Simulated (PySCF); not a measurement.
# How methods differ on the excitation energy of Be+

Be+ [He] 2s1 (2S) → Be+ [He] 2p1 (2P), as a difference of total energies. Computed with PySCF 2.14 in x2c-QZVPPall (7s4p2d1f, 36 functions), with the spin-free X2C one-electron Hamiltonian (Gaussian nucleus). Correlated levels: valence and next inner shell: nothing frozen. The calculations carry no spin-orbit coupling.

```json
{"method": "UHF", "excitation energy (eV)": "3.991"}
{"method": "MP2 (valence and next inner shell)", "excitation energy (eV)": "3.966"}
{"method": "SCS-MP2 (valence and next inner shell)", "excitation energy (eV)": "3.976"}
{"method": "CCSD(T) (valence and next inner shell)", "excitation energy (eV)": "3.962"}
```

**Question.** Estimate what CCSD (valence and next inner shell) gives.

**Answer.** 3.962 eV, closest to CCSD(T) (valence and next inner shell) among the rows shown.

**Question.** Estimate what CCSDT (valence and next inner shell) gives.

**Answer.** 3.962 eV, closest to CCSD(T) (valence and next inner shell) among the rows shown.

Errors of the correlated levels include the incompleteness of this basis.

The basis was made for the ground configuration and has no added diffuse functions, so the excitation energy can come out too high.

For comparison: 3.959 eV (measured; NIST levels, between the centres of gravity of the two terms).
